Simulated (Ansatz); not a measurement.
Consider the isomerisation: `B/C=N/C` → `B1CCN1`.

Program: Ansatz. Geometries: PBE0-D4/def2-TZVP. ΔE: electronic, gas phase. CBS: MP2 limit from def2 TZ/QZ plus the TZ coupled-cluster correction, frozen cores. Functionals use def2-TZVPP.

```json
{"level": "r2SCANh-D4", "ΔE (kJ/mol)": "-175.2"}
{"level": "PBE", "ΔE (kJ/mol)": "-172.4"}
```

Q: What does CCSD(T)/CBS give? (An estimate is asked.)

A: Computed: -168.9 kJ/mol. The listed levels differ from it by -6.3, -3.5 kJ/mol.

Q: What do rigid-rotor, harmonic-oscillator terms from PBE0-D4/def2-TZVP frequencies (298.15 K, 1 bar) make of the CCSD(T)/CBS value? (Estimate.)

A: Ansatz gave: ΔZPE = +14.3 kJ/mol, ΔH = -158.3 kJ/mol, ΔS = -27 J/(mol·K), ΔG = -150.3 kJ/mol.

Largest T1 diagnostic among the species: 0.013.

From BLYP to BHLYP (50 % exact exchange), in def2-TZVPP and without D4, ΔE moves by −20.4 kJ/mol. Leaving LDA and LC-ωPBE aside and taking each functional with its dispersion term where it has one, the values, not all of them listed here, spread over 44.4 kJ/mol, from PBE-QIDH to BLYP-D4. LDA lies −36.9 kJ/mol from PBE without D4. In def2-TZVPP, CCSD(T) changes the Hartree–Fock value by −25.5 kJ/mol (the triples alone add +0.4 kJ/mol) and MP2 by −38.2 kJ/mol.
